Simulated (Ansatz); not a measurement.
`C#[C][GeH2][GaH][NH2]` + silanol → `C#[C][GeH2][OH]` + `[NH2][GaH][SiH3]`  (redistribution)

Isolated molecules relaxed with PBE0-D4/def2-TZVP in Ansatz; ΔE leaves out vibrations. CCSD(T)/CBS adds triple-zeta CCSD(T) − MP2 to the extrapolated MP2 energy (def2 sets, frozen cores). Functionals use def2-TZVPP. B3LYP here is the variant with VWN-RPA as its local correlation; programs differ in this. For Ga, Ge outer-core shells are correlated without core-valence functions, which leaves a few kJ/mol of doubt a bond. Scalar relativity is left out up to krypton. One conformer a species, not always the lowest.

```
             level  ΔE (kJ/mol)  difference from CCSD(T)/CBS
            PBE-D4         75.0                        -10.0
          B3LYP-D4         84.8                         -0.2
            B2PLYP         84.5                         -0.5
               PBE         74.3                        -10.7
            r2SCAN         80.6                         -4.4
              PBE0         78.6                         -6.4
             B3LYP         83.6                         -1.4
     HF/def2-TZVPP         86.8                          1.8
    MP2/def2-TZVPP         87.9                          2.9
SCS-MP2/def2-TZVPP         85.5                          0.5
   CCSD/def2-TZVPP         83.1                         -1.9
CCSD(T)/def2-TZVPP         81.7                         -3.3
     HF/def2-QZVPP         86.9                          1.9
    MP2/def2-QZVPP         89.8                          4.8
      HF/CBS(def2)         86.9                          1.9
     MP2/CBS(def2)         91.2                          6.2
       CCSD(T)/CBS         85.0                            0
```

Largest T1 diagnostic among the species: 0.015.

From PBE to PBE0 (25 % exact exchange), in def2-TZVPP and without D4, ΔE moves by +4.4 kJ/mol.
